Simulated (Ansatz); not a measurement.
`NC(F)O[SiH2]F`. Total charge 0; spin multiplicity 1. Geometry: relaxed with PBE0-D4/def2-TZVP. It is one conformer, not always the lowest.

```xyz
11

N    -1.737    0.524   -0.948
C    -0.494    0.653   -0.323
F    -0.603    1.027    1.031
O     0.162   -0.553   -0.362
Si    1.456   -0.996    0.544
F     2.632    0.062    0.339
H    -2.282   -0.224   -0.538
H    -2.256    1.391   -0.934
H     0.093    1.453   -0.784
H     1.152   -1.043    1.986
H     1.879   -2.294   -0.011
```

Task: What is the dipole moment at ωB97M-V/def2-TZVPP? (Estimate.)

Result: Ansatz gave: 1.62 D, with components (-1.61, -0.09, -0.18) D in this frame, pointing from negative to positive charge.

Task: And with PBE, r2SCAN, B3LYP? (Estimate.)

Result: Computed: PBE 1.64 D, r2SCAN 1.65 D, B3LYP 1.63 D.

Task: Give the Mulliken charges with ωB97M-V, r2SCAN, B3LYP in def2-TZVPP. (Estimate.)

Result: The calculation gave: 
| atom | ωB97M-V | r2SCAN | B3LYP |
| --- | --- | --- | --- |
| N1 | -0.25 | -0.32 | -0.29 |
| C2 | 0.28 | 0.37 | 0.31 |
| F3 | -0.24 | -0.25 | -0.26 |
| O4 | -0.35 | -0.37 | -0.36 |
| Si5 | 0.58 | 0.68 | 0.68 |
| F6 | -0.31 | -0.32 | -0.32 |
| H7 | 0.12 | 0.15 | 0.14 |
| H8 | 0.12 | 0.15 | 0.14 |
| H9 | 0.11 | 0.06 | 0.10 |
| H10 | -0.03 | -0.08 | -0.07 |
| H11 | -0.04 | -0.08 | -0.08 |

B3LYP here is the variant with VWN-RPA as its local correlation; programs differ in this.
